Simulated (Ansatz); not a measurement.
A nudged elastic band was laid between two geometries of C2H9NSiZn (14 atoms, charge 0, multiplicity 1).

Computed with RHF/def2-mTZVP in Ansatz.

```
movable images  : 5
climbing image  : yes
spring          : 5.0 eV/Å²
optimiser       : quadratic models (default)
start path      : IDPP
force threshold : 0.05 eV/Å
iteration limit : 60
end points      : relaxed
```

First end point:

```xyz
14
Properties=species:S:1:pos:R:3
C -2.439 1.564 0.896
Zn -0.627 0.734 0.814
C 1.235 -0.061 0.875
N 1.455 -1.199 -0.027
Si 0.928 -1.210 -1.650
H -2.533 2.242 1.739
H -2.656 2.132 -0.003
H -3.215 0.812 0.998
H 1.361 -0.405 1.899
H 1.989 0.713 0.732
H 2.287 -1.710 0.187
H -0.517 -0.872 -1.652
H 1.573 -0.220 -2.546
H 1.146 -2.548 -2.232
```

Last end point:

```xyz
14
Properties=species:S:1:pos:R:3
C -3.091 1.197 1.266
Zn -1.211 0.833 0.703
C 0.685 0.448 0.137
N 0.807 -0.695 -0.783
Si 2.322 -1.434 -1.106
H -3.126 1.806 2.164
H -3.644 1.725 0.496
H -3.628 0.278 1.477
H 1.223 0.200 1.050
H 1.181 1.336 -0.256
H 0.137 -0.699 -1.520
H 3.344 -0.513 -1.658
H 2.884 -1.989 0.142
H 2.106 -2.520 -2.083
```

(1) What changes between the two ends?

(2) Give the energies along the band, and the barrier.

(3) What is the geometry of the highest image?

## Answers

(1) No bond is made or broken. The dihedral Zn2–C3–N4–Si5 goes from 45 to -165°.

(2) The forces met the threshold. The highest image is number 2 of 0 to 6, 0.101 eV above the first end and 0.072 eV above the last; the last end lies 0.029 eV above the first. Beside the main top the profile has a ripple of under 15 meV (maxima at images 2, 5), which may be a very shallow well or noise. A vibrational analysis at the climbing image gives one clearly imaginary mode, 105i cm⁻¹: a first-order saddle point.

```csv
image,path coordinate (Å),energy (eV),dihedral Zn2–C3–N4–Si5 (°)
0,0.00,0.000,45
1,1.45,0.036,73
2,2.91,0.101,102
3,4.25,0.068,129
4,5.60,0.035,153
5,6.95,0.047,171
6,8.29,0.029,-165
```

(3) 
```xyz
14
Properties=species:S:1:pos:R:3
C -2.690 0.651 1.715
Zn -0.778 0.529 1.153
C 1.135 0.315 0.550
N 1.223 -0.824 -0.397
Si 1.336 -0.644 -2.092
H -2.835 1.402 2.485
H -3.334 0.914 0.881
H -3.049 -0.293 2.113
H 1.810 0.136 1.380
H 1.521 1.213 0.076
H 1.590 -1.654 0.013
H 0.161 0.103 -2.594
H 2.525 0.111 -2.554
H 1.373 -1.988 -2.699
```

Run time: 110 s on 2 threads of Arm Neoverse V2, on a shared host, peak memory 0.4 GiB.
